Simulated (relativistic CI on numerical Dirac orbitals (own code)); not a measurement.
## How well does a small relativistic CI reproduce Tc?

Method of calculation: Dirac-Coulomb-Breit CI, KLI orbitals optimised for each configuration, model QED, valence Slater integrals scaled by 0.85, configuration energies shifted to the measured levels that pair with them (semi-empirical) (own radial code, finite nucleus).

Configuration list (outside the closed core [Kr]): 4d5 5s2, 4d6 5s, 4d5 5s 5p, 4d6 5p, 4d7, 4d6 5d, 4d5 5p2, 4d6 6s, 4d5 5s 5d, 4d6 6p, 4d5 5s 6s, 4d5 5s 7s, 4d5 5s 6p, 4d5 5s 4f, 4d5 5s 7p, 4d5 5s 6d, 4d4 5s2 5p, 4d5 5d2, 4d5 5s 5g, 4d5 5s 5f, 4d5 5s 6f, 4d4 5s2 7s, 4d4 5s2 4f, 4d4 5s2 7p. Levels of other configurations are missing.

```tsv
Configuration	Term (tabulated)	J	Measured (cm⁻¹)	Computed	Error	Purity (%)
4d5 5s2	a 6S	5/2	0.0	0	0	94
4d6 5s	a 6D	9/2	2572.9	2572	-1	98
4d6 5s	a 6D	7/2	3250.9	3195	-56	99
4d6 5s	a 6D	5/2	3700.5	3620	-81	98
4d6 5s	a 6D	3/2	4002.6	3906	-97	98
4d6 5s	a 6D	1/2	4178.8	4073	-106	98
4d6 5s	a 4D	7/2	10516.5	11735	1218	84
4d6 5s	a 4D	5/2	11063.1	12189	1126	74
4d6 5s	a 4D	3/2	11578.6	12693	1115	79
4d6 5s	a 4D	1/2	11890.7	13003	1113	81
4d5 5s 5p	z 8P°	5/2	16428.7	15617	-812	98
4d5 5s 5p	z 8P°	7/2	16874.5	16038	-837	98
4d5 5s 5p	z 8P°	9/2	17522.9	16610	-913	98
4d5 5s 5p	z 6P°	7/2	23265.3	24070	804	73
4d5 5s 5p	z 6P°	5/2	23455.2	24268	813	77
4d5 5s 5p	z 6P°	3/2	23588.4	24412	824	80
4d6 5p	z 6D°	9/2	27369.8	27050	-319	85
4d6 5p	z 6D°	7/2	27660.1	27359	-301	83
4d6 5p	z 6D°	5/2	27940.7	27610	-331	83
4d6 5p	z 6D°	3/2	28151.3	27797	-354	83
4d6 5p	z 6D°	1/2	28296.7	27919	-378	84
4d6 5p	z 6F° †	11/2	30067.3	29932	-135	85
4d6 5p	z 6F° †	9/2	30133.3	30196	63	78
4d6 5p	z 6F°	7/2	30382.1	30399	17	78
4d6 5p	z 6F°	5/2	30528.9	30532	3	79
4d6 5p	z 6F°	3/2	30630.6	30619	-11	80
4d6 5p	z 6F°	1/2	30689.1	30669	-20	80
4d6 5p	z 4F°	9/2	31114.1	31833	719	83
4d6 5p	y 6P° †	7/2	31414.0	32431	1017	58
4d6 5p	y 6P° †	3/2	31503.9	32657	1153	56
4d6 5p	z 4F° †	5/2	31605.0	32703	1098	78
4d6 5p	z 4F° †	3/2	32253.7	32955	701	84
```

Measured levels from NIST Handbook of Basic Atomic Spectroscopic Data (Sansonetti and Martin, J. Phys. Chem. Ref. Data 34, 1559 (2005)); pairs were made by configuration, J and term (by order where the table uses no LS term), so strongly mixed levels may be paired wrongly.

Mean error by configuration (cm⁻¹): 4d6 5s 470; 4d5 5s 5p -20; 4d6 5p -97. Over the excited levels the mean absolute error is 495 cm⁻¹ (31 of the 33 excited levels that our extract of the source holds in range could be paired, and the others can miss by more), and the median relative error of those above 1,000 cm⁻¹ is 2.3 %, both after the shifts were fitted to these levels, so that a configuration with one level shows no error. † marks terms whose computed intervals miss the measured ones by more than a factor of 2.5, or configurations far off the rest, from wrong mixing, a near crossing or a doubtful label or measurement; they are left out of the means.

Configurations whose levels could be paired with our table of measured levels were shifted onto them, all but the ground configuration, by the median error of their levels; single terms can still be off by 1,000 to 2,000 cm⁻¹ or more, and rates follow the energies as ν³ (E1, M1) or ν⁵ (E2). The others borrow a shift and can be off by several thousand cm⁻¹ or more. The fine structure of a lone outer electron comes out too small, for d and f at times inverted, and misplaced configurations move strength between like terms. 31 of the 33 excited levels that our extract of the measured tables holds in this range could be paired (the sources list more); they are missed by 533 cm⁻¹ on average and 1218 at most, after the shifts were fitted to these levels, and levels without a partner can miss by more.

Shifts applied (cm⁻¹): 4d5 5s2 0; 4d6 5s 197; 4d5 5s 5p 4983; 4d6 5p 2962.
